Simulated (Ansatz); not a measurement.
**One elementary step**

Start structure (BH5O3, singlet), relaxed at PBE0-D4/def2-TZVP:

B1  (-0.454, 0.221, -0.609)
O2  (0.587, 0.981, -0.151)
O3  (-0.743, -0.972, -0.011)
O4  (-1.203, 0.659, -1.664)
H5  (1.599, -0.474, 1.917)
H6  (1.574, -1.086, 2.346)
H7  (0.688, 1.794, -0.651)
H8  (-0.146, -1.167, 0.715)
H9  (-1.901, 0.043, -1.893)
(Å)

The step: BH₃O₃ ([OH][B]([OH])[OH]) + H₂ → BH₃O₂ ([OH][BH][OH]) + H₂O; bonds formed: B1–H6, O2–H5; bonds broken: B1–O2, H5–H6. Program: Ansatz 0.2.0. Basis: def2-TZVPP and def2-QZVPP. Cores are frozen in the correlated methods. Extrapolation: Hartree–Fock as exp(−7.88 √X), correlation as X^−2.97. Energies below are by CCSD(T) at an estimated basis limit (MP2 extrapolated from triple and quadruple zeta, plus CCSD(T) − MP2 in triple zeta).

Task: What are the electronic barrier and the energy of the step, from the start structure to the end structure? (Judge from chemistry; the value comes from the calculation.)

Result: By the calculation: Barrier 2.497 eV; step energy 0.882 eV (uphill); reverse barrier, their difference, 1.615 eV. Barrier and step energy count from the start structure, the reverse barrier from the end structure.

The saddle point: One imaginary mode of 1398i cm⁻¹.
```
 pair  start (Å)  saddle (Å)  end (Å)
B1–H6       3.81        1.42     1.20
O2–H5       2.72        1.20     0.96
B1–O2       1.37        1.59     3.84
H5–H6       0.75        1.07     4.06
```

Zero-point energy (harmonic, PBE0-D4): ZPE is 1.671 eV at the start and 1.713 eV at the saddle, so the barrier goes from 2.497 to 2.538 eV.

No T1 diagnostic of these runs exceeds 0.013.

Labels in which every atom is bracketed show which atoms are joined, not bond orders.

For scale, one of the runs: CCSD(T)/def2-TZVPP, 194 basis functions (an equivalent command: `ansatz run in.yaml --threads 4`). The run took 43 s on 4 CPU threads (shared host), with 2.4 GiB of host memory at its peak.
